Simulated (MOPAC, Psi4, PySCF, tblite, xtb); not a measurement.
Dimer H2 ··· H2 (SMILES [H][H] and [H][H]) at R = 3.26 Å between the centres of mass, closest contact 2.85 Å (lowest of the rigid-body minima from ten starts at GFN2-xTB). Geometry in Å and degrees:

```
H
H 1 0.7438
H 1 2.8546 2 161.90
H 3 0.7438 1 92.20 2 179.10
```

Levels: GFN2-xTB (tblite); SAPT0/jun-cc-pVDZ, frozen core (Psi4); PBE0/def2-TZVP, counterpoise-corrected (Psi4); PBE0-D3(BJ)/def2-TZVP, counterpoise-corrected (Psi4); PBE/def2-TZVP, counterpoise-corrected (Psi4); PBE-D3(BJ)/def2-TZVP, counterpoise-corrected (Psi4); wB97X-D/def2-TZVP, counterpoise-corrected (Psi4); HF/aug-cc-pVTZ, counterpoise-corrected (Psi4); MP2/aug-cc-pVTZ = DF-MP2/aug-cc-pVTZ, frozen core, counterpoise-corrected run with Psi4 1.11; SCS-MP2/aug-cc-pVTZ = DF-SCS-MP2/aug-cc-pVTZ, frozen core, counterpoise-corrected (Psi4); MP2/aug-cc-pVDZ = DF-MP2/aug-cc-pVDZ, frozen core, counterpoise-corrected (Psi4); CCSD/aug-cc-pVDZ = DF-CCSD/aug-cc-pVDZ, frozen core, counterpoise-corrected (Psi4); CCSD(T)/aug-cc-pVDZ = DF-CCSD(T)/aug-cc-pVDZ, frozen core, counterpoise-corrected in Psi4; AM1, restricted, heats of formation (MOPAC); PM6, restricted, heats of formation (MOPAC); GFN1-xTB (xtb); RKS-B3LYP/6-31G* = restricted B3LYP/6-31G*, spherical d, no counterpoise correction run with PySCF 2.14.0; RKS-B3LYP/3-21G = restricted B3LYP/3-21G, no counterpoise correction (PySCF 2.14.0); RKS-BP86/6-31G* = PySCF 2.14.0 with restricted BP86/6-31G*, spherical d, no counterpoise correction; RMP2/6-31G* = restricted MP2 (frozen core)/6-31G*, spherical d, no counterpoise correction (PySCF 2.14.0).

Question: What interaction energy does each level give?

Answer: 
```csv
method,E_int / kJ/mol
PBE-D3(BJ)/def2-TZVP,-1.00
PBE0-D3(BJ)/def2-TZVP,-0.77
GFN2-xTB,-0.67
PBE/def2-TZVP,-0.57
AM1,-0.48
PBE0/def2-TZVP,-0.38
wB97X-D/def2-TZVP,-0.31
MP2/aug-cc-pVTZ,-0.28
CCSD(T)/aug-cc-pVDZ,-0.21
CCSD/aug-cc-pVDZ,-0.15
MP2/aug-cc-pVDZ,-0.13
SCS-MP2/aug-cc-pVTZ,-0.12
PM6,-0.07
RKS-B3LYP/3-21G,0.06
SAPT0/jun-cc-pVDZ,0.16
GFN1-xTB,0.21
RKS-B3LYP/6-31G*,0.27
RMP2/6-31G*,0.36
HF/aug-cc-pVTZ,0.43
RKS-BP86/6-31G*,1.10
```
